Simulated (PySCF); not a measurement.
Compound: Ti(SeMe)4, C4H12Se4Ti (singlet state).
SMILES: `C[Se][Ti]([Se]C)([Se]C)[Se]C`

The calculation used PySCF, TDDFT wB97X-D/def2-SVPD, vertical, gas phase, core orbitals frozen in the response. Geometry: PBE0-D3(BJ)/def2-SVP; no solvent, vibrations or thermal averaging. Relativistic effects, spin–orbit coupling among them, are left out although an element past zinc is present.

List the vertical singlet excitations with oscillator strengths and describe the spectrum.

```
state  E (eV)  λ (nm)       f     main configurations (H = HOMO, L = LUMO)
   S1    2.79   444.0  0.0045                                    H→L (81%)
   S2    2.92   425.1  0.0079                     H-1→L (72%), H→L+1 (12%)
   S3    3.09   401.5  0.0086                                  H-2→L (88%)
   S4    3.17   390.5   0.022                      H→L+1 (65%), H-1→L (9%)
   S5    3.27   378.7   0.012      H-3→L (31%), H→L+2 (20%), H-1→L+1 (20%)
   S6    3.36   368.6   0.022                   H-1→L+1 (44%), H→L+2 (28%)
   S7    3.42   362.5  0.0042        H-3→L (31%), H→L+2 (18%), H-5→L (16%)
   S8    3.47   357.3  0.0049        H-5→L (27%), H-6→L (25%), H-3→L (17%)
   S9    3.50   354.1   0.014    H-2→L+1 (49%), H-1→L+2 (10%), H→L+2 (10%)
  S10    3.57   347.6  0.0045                                  H-4→L (72%)
  S11    3.61   343.1  0.0062  H-1→L+2 (36%), H-1→L+3 (17%), H-2→L+2 (13%)
  S12    3.64   340.7  0.0014     H→L+3 (49%), H-3→L+1 (13%), H-1→L+2 (9%)
  S13    3.70   335.5  0.0002        H-5→L (29%), H-7→L (19%), H-6→L (17%)
  S14    3.72   333.3   0.018                                H-2→L+2 (52%)
  S15    3.75   330.3   0.016    H-4→L+1 (27%), H-3→L+1 (24%), H→L+3 (12%)
```

Triplets, Tamm–Dancoff:

```tsv
state	E (eV)	λ (nm)	main configurations (H = HOMO, L = LUMO)
T1	2.46	504.4	H→L (71%)
T2	2.60	476.1	H-1→L (55%), H-1→L+1 (13%)
T3	2.78	445.8	H-2→L+1 (51%), H→L+1 (9%), H-1→L+2 (9%)
T4	2.81	442.0	H→L+1 (34%), H-1→L+1 (16%), H-2→L (9%)
```

The lowest singlet lies at 2.79 eV (444 nm, visible) and is very weak; its leading configuration is HOMO→LUMO (81%). The largest oscillator strength of a single state is 0.022. For S1 the Löwdin share of titanium is at most 6% in HOMO and 72% in LUMO (ligand-to-metal charge transfer by this measure). Of the 15 states listed, 6 reach f = 0.01 and 1 stays under 0.0005. Orbital energies (eV): HOMO-3 -9.01, HOMO-2 -8.86, HOMO-1 -8.53, HOMO -8.33, LUMO -0.98, LUMO+1 -0.72, LUMO+2 -0.44. The listed states span 0.96 eV, and the widest gap between neighbours is 0.17 eV (S2 to S3). 4 computed singlets (S1 to S4) lie in the visible range (380 to 750 nm), the largest f among them at 391 nm, f = 0.022; light of that wavelength is violet, and its complementary colour is yellow-green; a Tamm–Dancoff triplet lies at 504 nm, without intensity as long as spin–orbit coupling is left out. Singlets were solved by full linear response, triplets in the Tamm–Dancoff approximation.
